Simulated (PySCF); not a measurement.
Cl2Zr, SMILES [Cl][Zr][Cl], multiplicity 1. Heavy atoms are numbered as in [Zr:1]([Cl:2])[Cl:3].

Coordinates come from a PBE0-D3(BJ)/def2-TZVP optimisation. The spin state was assumed, not searched. The def2 effective core potentials stand for the cores of Zr; spin–orbit coupling is left out.

Method: PySCF with PBE0/def2-TZVPD.

Mulliken values depend strongly on the basis, most of all with diffuse functions as here. ESP charges are fitted to the potential on shells at 1.4 to 2.0 van der Waals radii. Atomic charges (e), one atom of each kind:

```json
[
 {"atom": "Zr1", "Mulliken": "0.86", "ESP fit": "0.30"},
 {"atom": "Cl2", "Mulliken": "-0.43", "ESP fit": "-0.15"}
]
```
